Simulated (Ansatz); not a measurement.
Basis-set extrapolation for CH7BN2OSi (PBE0-D4/def2-TZVP geometry, frozen core, Ansatz). Multiplicity 1, RHF reference.

|  | def2-TZVPP | def2-QZVPP |
| --- | --- | --- |
| HF | -539.445046 | -539.465590 |
| MP2 correlation | -1.046805 | -1.121313 |
| CCSD(T) correlation | -1.132238 | not run |

Energies in hartree. Use E(X) = E(∞) + A·exp(−7.88·√X) for Hartree–Fock and E(X) = E(∞) + B·X^(−2.97) for correlation, with X = 3 and 4, and add CCSD(T) minus MP2 of the smaller set to the MP2 limit.

**Question.** What is the CCSD(T) energy at the basis-set limit?

**Answer.** HF limit: -539.465590 + (-0.020544) × 0.13774 = -539.46842. MP2 limit: -1.121313 + (-0.074508) × 0.74074 = -1.17650. Higher-order term: -1.132238 − (-1.046805) = -0.08543. Total: -540.73035 hartree, 401.9 kJ/mol below CCSD(T)/def2-TZVPP.
